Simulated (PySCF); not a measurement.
Isomers of C5H11FOSi, mass 134.056 u with the commonest isotopes. Computed with PBE0/pcSseg-1 in PySCF (dipole) on a GFN2-xTB geometry, gas phase. One conformer each, none proved a minimum here; rigid rotors.

Problem. Order these by rotational constant B, largest first.
A. `[CH3:1][Si:2]1([CH3:3])[CH2:4][C@@H:5]([F:6])[CH2:7][O:8]1` with C1–Si2–C4–C5 91°, Si2–C4–C5–F6 -85°, C4–C5–C7–O8 -30°, C5–C7–O8–Si2 10°
B. `[CH3:1][O:2][CH2:3]/[C:4]([CH3:5])=[CH:6]\[SiH2:7][F:8]` with C1–O2–C3–C4 163°, O2–C3–C4–C5 154°, C4–C6–Si7–F8 -52°
C. `[CH3:1][C@@H:2]([F:3])[C@@H:4]1[CH2:5][CH2:6][Si@H:7]1[OH:8]` with C1–C2–C4–C5 -61°, C6–Si7–O8–H -84°, C2–C4–C5–C6 -139°, C4–C5–C6–Si7 16°, C5–C6–Si7–O8 -119°, C2–C4–Si7–C6 132°
D. `[CH3:1]/[C:2](=[CH:3]/[F:4])[SiH2:5][CH2:6][CH2:7][OH:8]` with C1–C2–Si5–C6 16°, C2–Si5–C6–C7 -165°, Si5–C6–C7–O8 -38°, C6–C7–O8–H 173°

Solution. B (1439 MHz), A (1330 MHz), C (1112 MHz), D (860.9 MHz).

Problem. Order these by rotational constant A, largest first.
A. `[CH3:1][C@@H:2]([F:3])[C@@H:4]1[CH2:5][CH2:6][Si@H:7]1[OH:8]` with C1–C2–C4–C5 -61°, C6–Si7–O8–H -84°, C2–C4–C5–C6 -139°, C4–C5–C6–Si7 16°, C5–C6–Si7–O8 -119°, C2–C4–Si7–C6 132°
B. `[CH3:1]/[C:2](=[CH:3]/[F:4])[SiH2:5][CH2:6][CH2:7][OH:8]` with C1–C2–Si5–C6 16°, C2–Si5–C6–C7 -165°, Si5–C6–C7–O8 -38°, C6–C7–O8–H 173°
C. `[CH3:1][Si:2]1([CH3:3])[CH2:4][C@@H:5]([F:6])[CH2:7][O:8]1` with C1–Si2–C4–C5 91°, Si2–C4–C5–F6 -85°, C4–C5–C7–O8 -30°, C5–C7–O8–Si2 10°
D. `[CH3:1][O:2][CH2:3]/[C:4]([CH3:5])=[CH:6]\[SiH2:7][F:8]` with C1–O2–C3–C4 163°, O2–C3–C4–C5 154°, C4–C6–Si7–F8 -52°

Solution. B (2980 MHz), A (2797 MHz), C (2620 MHz), D (2079 MHz).

Problem. Order these by radius of gyration √(Σ m r²/M), smallest first.
A. `[CH3:1][C@@H:2]([F:3])[C@@H:4]1[CH2:5][CH2:6][Si@H:7]1[OH:8]` with C1–C2–C4–C5 -61°, C6–Si7–O8–H -84°, C2–C4–C5–C6 -139°, C4–C5–C6–Si7 16°, C5–C6–Si7–O8 -119°, C2–C4–Si7–C6 132°
B. `[CH3:1][Si:2]1([CH3:3])[CH2:4][C@@H:5]([F:6])[CH2:7][O:8]1` with C1–Si2–C4–C5 91°, Si2–C4–C5–F6 -85°, C4–C5–C7–O8 -30°, C5–C7–O8–Si2 10°
C. `[CH3:1][O:2][CH2:3]/[C:4]([CH3:5])=[CH:6]\[SiH2:7][F:8]` with C1–O2–C3–C4 163°, O2–C3–C4–C5 154°, C4–C6–Si7–F8 -52°
D. `[CH3:1]/[C:2](=[CH:3]/[F:4])[SiH2:5][CH2:6][CH2:7][OH:8]` with C1–C2–Si5–C6 16°, C2–Si5–C6–C7 -165°, Si5–C6–C7–O8 -38°, C6–C7–O8–H 173°

Solution. B (1.929 Å), C (2.044 Å), A (2.067 Å), D (2.360 Å).

```tsv
SMILES	point group	Ia (u·Å²)	Ib (u·Å²)	Ic (u·Å²)	κ	μa (D)	μb (D)	μc (D)
C/C(=C/F)[SiH2]CCO	C1	169.59	587.02	736.24	-0.85	1.93	2.23	0.63
C[C@@H](F)[C@@H]1CC[Si@H]1O	C1	180.71	454.58	509.76	-0.87	1.45	0.22	0.87
COC/C(C)=C\[SiH2]F	C1	243.05	351.09	526.38	-0.14	2.35	1.89	0.12
C[Si]1(C)C[C@@H](F)CO1	C1	192.87	380.08	424.58	-0.81	0.58	0.88	1.55
```
